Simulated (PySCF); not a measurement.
Start geometry of `FCc1ccc(Cl)cc1` from GFN2-xTB (Å):
```
atom  x, y, z in Å
F1     2.603    1.388   -0.744
C2     2.229    0.229   -0.117
C3     0.734    0.082   -0.043
C4    -0.117    1.044   -0.567
C5    -1.490    0.886   -0.486
C6    -2.011   -0.243    0.122
Cl7   -3.725   -0.449    0.223
C8    -1.174   -1.214    0.651
C9     0.195   -1.046    0.567
H10    2.671    0.257    0.887
H11    2.677   -0.596   -0.685
H12    0.295    1.921   -1.041
H13   -2.150    1.636   -0.892
H14   -1.592   -2.089    1.122
H15    0.852   -1.798    0.980
```

Task: What comes out of this run: PBE0-D3(BJ)/def2-SVP geometry optimisation, gas phase (PySCF 2.14.0)?

Result: 
```
atom  x, y, z in Å
F1     2.071    1.210   -0.803
C2     1.750    0.052   -0.151
C3     0.262   -0.125   -0.039
C4    -0.611    0.835   -0.550
C5    -1.990    0.672   -0.445
C6    -2.499   -0.465    0.178
Cl7   -4.213   -0.678    0.316
C8    -1.641   -1.436    0.696
C9    -0.266   -1.260    0.584
H10    2.209    0.077    0.854
H11    2.195   -0.796   -0.702
H12   -0.199    1.721   -1.037
H13   -2.674    1.422   -0.845
H14   -2.056   -2.321    1.181
H15    0.403   -2.024    0.990
```

The energy falls by 3.4 kJ/mol over 5 energy and gradient evaluations, the largest force component goes from 0.0106 to 2.9e-04 Eh/bohr, and the atoms move by 0.019 Å rms after alignment. Among the bonds, C5–H13, C8–H14 and C9–H15 change most and about equally (+0.013 to +0.014 Å). Bonds longer at the end by more than 0.005 Å: 12 of 15; shorter: 0. Rotational constants go from 4752, 656.4, 578.9 to 4680, 654.4, 576.2 MHz. The orientation of the end geometry is arbitrary; only internal coordinates are fixed.

The run used 160 basis functions and 32 SCF cycles in all. The run took about 70 s of CPU time (one thread, shared machine).

No PBE0-D3(BJ)/def2-SVP frequencies stand behind this structure, so it isn't proved a minimum. The numbers are those of one conformer.
